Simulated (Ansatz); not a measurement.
Ideal-gas functions of CH3BOS (`SB1CO1`) at 298.15 K and 1 bar, from an Ansatz frequency run at PBE0-D4/def2-TZVP.

Molar mass 73.91 g/mol, point group Cs (symmetry number 1), electronic degeneracy 1, moments of inertia 20.736, 146.249, 163.605 u Å². Harmonic wavenumbers (cm⁻¹, unscaled): 271, 318, 394, 518, 793, 836, 893, 1032, 1100, 1215, 1449, 1558, 2692, 3120, 3206.

Use S(trans) = R[1.5 ln M + 2.5 ln T − 1.1517]; rotational temperatures θ = 24.2544 K / I; S(rot) = R[ln(√π/σ · √(T³/θAθBθC)) + 1.5]; for each mode x = 1.438777 ν̃/T, S = R[x/(eˣ − 1) − ln(1 − e⁻ˣ)] and H = RT x/(eˣ − 1); 1 cm⁻¹ = 0.0119627 kJ/mol; R = 8.31446 J/(mol·K).

By hand: the entropy, in J/(mol·K).

Translation 162.5. Rotation: θ = 1.1697, 0.1658, 0.1482 K, giving 103.0. Vibration, mode by mode: 6.65, 5.52, 4.12, 2.57, 0.89, 0.75, 0.60, 0.34, 0.26, 0.16, 0.06, 0.04, 0.00, 0.00, 0.00, in all 22.0. Electronic 0.0. Sum 287.5 J/(mol·K).

By hand: H − E and G − E in kJ/mol, counted from the electronic energy.

Zero-point energy ½ × 19395 × 0.0119627 = 116.0; thermal vibration 4.4; translation, rotation and pV give 4 RT = 9.9. H − E = 130.3 kJ/mol, and G − E = 130.3 − 298.15 × 287.5/1000 = 44.6 kJ/mol.

Vibration gives 8 % of the entropy. The sum counts one conformer and one mirror image; others add a mixing term.
